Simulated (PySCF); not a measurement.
## BiB: frontier orbitals

revPBE at R = 2.130 Å; basis Bi x2c-TZVPPall, B x2c-TZVPPall; spin-free X2C with a Gaussian nucleus; PySCF 2.14. State: triplet, unpaired electrons σ ↑, π ↑, a mixture of terms (⟨Lz²⟩ = 1.8). Only the outer orbitals are listed, counted within each symmetry.

```json
{"spin": "α", "orbital": "15σ", "occ.": "1", "ε (eV)": "-15.41", "on Bi (%)": "85", "main shells (%)": "83 Bi s, 11 B s"}
{"spin": "α", "orbital": "16σ", "occ.": "1", "ε (eV)": "-9.61", "on Bi (%)": "34", "main shells (%)": "66 B s, 22 Bi p, 12 Bi s"}
{"spin": "α", "orbital": "9π", "occ.": "1", "ε (eV)": "-5.91", "on Bi (%)": "68", "main shells (%)": "68 Bi p, 31 B p"}
{"spin": "α", "orbital": "17σ", "occ.": "1", "ε (eV)": "-5.69", "on Bi (%)": "36", "main shells (%)": "49 B p, 35 Bi p, 16 B s"}
{"spin": "α", "orbital": "9π", "occ.": "1", "ε (eV)": "-5.27", "on Bi (%)": "65", "main shells (%)": "64 Bi p, 34 B p"}
{"spin": "α", "orbital": "10π", "occ.": "0", "ε (eV)": "-2.86", "on Bi (%)": "36", "main shells (%)": "64 B p, 32 Bi p"}
{"spin": "α", "orbital": "10π", "occ.": "0", "ε (eV)": "-2.35", "on Bi (%)": "39", "main shells (%)": "61 B p, 35 Bi p"}
{"spin": "α", "orbital": "18σ", "occ.": "0", "ε (eV)": "0.60", "on Bi (%)": "51", "main shells (%)": "77 Bi p, 57 B p"}
{"spin": "β", "orbital": "15σ", "occ.": "1", "ε (eV)": "-14.77", "on Bi (%)": "84", "main shells (%)": "84 Bi s, 10 B s"}
{"spin": "β", "orbital": "16σ", "occ.": "1", "ε (eV)": "-8.49", "on Bi (%)": "42", "main shells (%)": "57 B s, 29 Bi p, 11 Bi s"}
{"spin": "β", "orbital": "9π", "occ.": "1", "ε (eV)": "-4.95", "on Bi (%)": "70", "main shells (%)": "69 Bi p, 29 B p"}
{"spin": "β", "orbital": "9π", "occ.": "0", "ε (eV)": "-4.71", "on Bi (%)": "72", "main shells (%)": "72 Bi p, 27 B p"}
{"spin": "β", "orbital": "17σ", "occ.": "0", "ε (eV)": "-3.73", "on Bi (%)": "30", "main shells (%)": "38 B s, 32 Bi p, 31 B p"}
{"spin": "β", "orbital": "10π", "occ.": "0", "ε (eV)": "-1.83", "on Bi (%)": "35", "main shells (%)": "66 B p, 30 Bi p"}
```

**Question.** Which are the highest filled and the lowest empty level, where do they sit, and how wide is the gap?

**Answer.** Highest filled β 9π at -4.95 eV (in %: 69 Bi p, 29 B p); lowest empty β 9π at -4.71 eV (in %: 72 Bi p, 27 B p); the gap at revPBE is 0.24 eV. Both belong to one degenerate shell, split only by its one-sided filling, so this is no excitation gap.

| Item | Value |
| --- | --- |
| bond order (Mayer) | 2.22 |
| ⟨S²⟩ | 2.007 |
| charge on Bi (Mulliken, basis-dependent) | 0.15 |
| charge on Bi (Löwdin, basis-dependent) | 0.57 |
| dipole moment (positive dipole means Bi(−)B(+)) | -1.42 D |

These are scalar-relativistic numbers at best; spin–orbit coupling would shift them, the dissociation energy most. The state was picked by a PBE0 search and need not be the measured ground state.
